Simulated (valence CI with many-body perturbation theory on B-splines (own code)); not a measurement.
# In35+: one-electron terms

Method: configuration interaction combined with many-body perturbation theory (CI+MBPT): four valence electrons over a frozen Dirac-Fock core [Ne], a basis of 11 s, 11 p, 9 d, 7 f, 5 g, 2 h, 1 i functions for each j, with the one-electron correlation potential Σ1, the two-electron term Σ2, the three-electron term Σ3, Breit, model QED; selected CI, second order for the rest (own B-spline code, finite nucleus).

No measured spectrum was set against this ion. As an estimate, large intervals hold to a few tenths of a per cent, small ones and those within an open d or f shell to about a per cent.

These are the spectroscopic orbitals of the CI (the correlating ones are not listed), shaped by the core and the other valence electrons. h is the expectation value of the core's Dirac-Fock operator, without the valence repulsion; Σ1 is computed up to l = 3 at one energy for each symmetry, that of its lowest orbital but kept below the first core excitation, so for empty shells it is not the orbital's own correlation shift; Breit and QED include the response of the core.

```csv
Orbital,h (hartree),Σ1 (cm⁻¹),Breit (cm⁻¹),QED (cm⁻¹),⟨r⟩ (bohr)
3s1/2,-96.617,-6377,10491,7899,0.3098
4s1/2,-52.423,-2104,4033,3120,0.5766
5s1/2,-32.845,-953,1918,1509,0.9297
6s1/2,-22.495,-518,1070,847,1.365
3p1/2,-93.393,-8072,17397,-189,0.2955
4p1/2,-51.077,-2617,6726,-67.5,0.5688
5p1/2,-32.17,-1197,3267,-31.8,0.9264
6p1/2,-22.109,-654,1837,-17.6,1.367
3p3/2,-91.347,-7522,10576,595,0.3030
4p3/2,-50.248,-2488,4041,238,0.5789
5p3/2,-31.754,-1147,2045,118,0.9391
6p3/2,-21.872,-630,1149,67.0,1.382
3d3/2,-87.2,-9077,7860,-297,0.2634
4d3/2,-48.661,-2490,2806,-103,0.5478
5d3/2,-30.977,-1103,1334,-48.6,0.9145
3d5/2,-86.741,-8595,3688,-29.3,0.2657
4d5/2,-48.463,-2352,1307,4.6,0.5506
5d5/2,-30.875,-1043,632,5.1,0.9180
4f5/2,-47.611,-2062,241,-35.6,0.4850
5f5/2,-30.449,-1008,166,-19.6,0.8572
4f7/2,-47.53,-2015,53.0,9.6,0.4863
5f7/2,-30.407,-983,36.4,3.4,0.8587
5g7/2,-30.312,,4.7,-7.4,0.7586
5g9/2,-30.288,,0.5,5.4,0.7595
```

Among the shells of the start configuration 3s2 3p2, Σ1 is largest in size for 3p1/2, where it is 0.039 % of h.

Lowest root of each symmetry, sizes in configuration state functions:

| J | Parity | Roots | Reference | Variational | Second order | Change by selected CI (cm⁻¹) | Change by second order (cm⁻¹) |
| --- | --- | --- | --- | --- | --- | --- | --- |
| 0 | even | 7 | 39 | 17161 | 38584 | -8870 | -1 |
| 1 | even | 12 | 70 | 39996 | 115401 | -7828 | -4 |
| 2 | even | 16 | 99 | 39995 | 202093 | -8820 | -27 |
| 3 | even | 10 | 71 | 39806 | 237997 | -8647 | -40 |
| 4 | even | 6 | 51 | 40000 | 219045 | -7425 | -29 |
| 5 | even | 2 | 19 | 23539 | 155183 | -9072 | -19 |
| 0 | odd | 3 | 28 | 13136 | 30893 | -8860 | -3 |
| 1 | odd | 8 | 72 | 35907 | 119848 | -9321 | -5 |
| 2 | odd | 9 | 83 | 39993 | 148811 | -6620 | -10 |
| 3 | odd | 5 | 67 | 39995 | 199000 | -8002 | -18 |
| 4 | odd | 2 | 41 | 30070 | 147950 | -11587 | -15 |
